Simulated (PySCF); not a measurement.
## Dipole response of Cd²⁺ (cadmium, charge +2)

[Kr] 4d9 5s1, high-spin 3D determinant (an excited configuration). Computed with PySCF 2.14 in def2-QZVPPD with the def2 core potential (28 electrons) (7s5p4d4f2g, 88 functions), with a scalar-relativistic core potential. Coupled (time-dependent) response in atomic units; α is the mean over directions.

| method | mean α (bohr³) | α xx, yy, zz | C₆ (like pair) | S(−4) |
| --- | --- | --- | --- | --- |
| UHF | 18.44 | 18.93, 18.93, 17.45 | 90.18 | 258.7 |
| PBE | 13.88 | 14.06, 14.06, 13.52 | 69.55 | 116.9 |
| PBE0 | 14.68 | 14.92, 14.92, 14.22 | 72.82 | 138.5 |
| M06 | 13.52 | 13.70, 13.70, 13.16 | 65.26 | 119.0 |

S(−4) is the Cauchy moment in α(ω) = α(0) + S(−4) ω² + …

Spin-orbit coupling is absent.

α(iu) at UHF:

```json
{"u (hartree)": "0", "α(iu) (bohr³)": "18.44"}
{"u (hartree)": "0.0500", "α(iu) (bohr³)": "17.82"}
{"u (hartree)": "0.100", "α(iu) (bohr³)": "16.23"}
{"u (hartree)": "0.200", "α(iu) (bohr³)": "12.34"}
{"u (hartree)": "0.300", "α(iu) (bohr³)": "9.335"}
{"u (hartree)": "0.500", "α(iu) (bohr³)": "6.110"}
{"u (hartree)": "0.750", "α(iu) (bohr³)": "4.335"}
{"u (hartree)": "1.00", "α(iu) (bohr³)": "3.392"}
{"u (hartree)": "1.50", "α(iu) (bohr³)": "2.339"}
{"u (hartree)": "2.00", "α(iu) (bohr³)": "1.730"}
{"u (hartree)": "3.00", "α(iu) (bohr³)": "1.049"}
{"u (hartree)": "5.00", "α(iu) (bohr³)": "0.4896"}
```

A single London oscillator, α(iu) = α/(1 + u²/ω²), gives C₆ = (3/4) ω α². Matching the computed C₆ needs ω = 4 × 90.18 / (3 × 18.44²) = 0.354 hartree.

For an ion, C₆ is the dispersion term alone; charge-induced terms of lower order in 1/R come first.

The components differ because the open shell of this determinant is not spherical; for a pure term their mean is the scalar polarisability.

Energies and moments cover only the electrons outside the core potential.
